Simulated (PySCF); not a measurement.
BiI2, charge +1, singlet, at a GFN2-xTB geometry (such geometries of metal compounds can be far from the true shape) (core potentials on Bi, I).

Here is a job for PySCF.
```python
from pyscf import gto, scf, dft

mol = gto.Mole()
mol.atom = '''
    Bi    0.86767310    0.43113642    0.27718616
    I    -1.00884033    1.16616633   -1.52475723
    I    -0.34996849   -1.84134224    1.09067324
'''
mol.basis = 'def2-svp'
mol.ecp = {'Bi': 'def2-svp', 'I': 'def2-svp'}
mol.charge = 1
mol.verbose = 4
mol.build()

mf = dft.RKS(mol)
mf.xc = 'blyp'
mf.kernel()
```

### Question
Give the Mulliken (on the basis functions themselves) charges in atom order at the level BLYP/def2-SVP run with PySCF.

### Answer
Bi1 0.69, I2 0.15, I3 0.15

### Question
Give the total energy at the level BLYP/def2-SVP.

### Answer
-809.7075 Eh

### Question
Estimate the HOMO energy that BLYP/def2-SVP returns for this input.

### Answer
-11.07 eV

### Question
Predict the nuclear repulsion energy from BLYP/def2-SVP.

### Answer
306.9738 Eh

### Question
Estimate the HOMO-LUMO gap that BLYP/def2-SVP returns for this input.

### Answer
1.33 eV
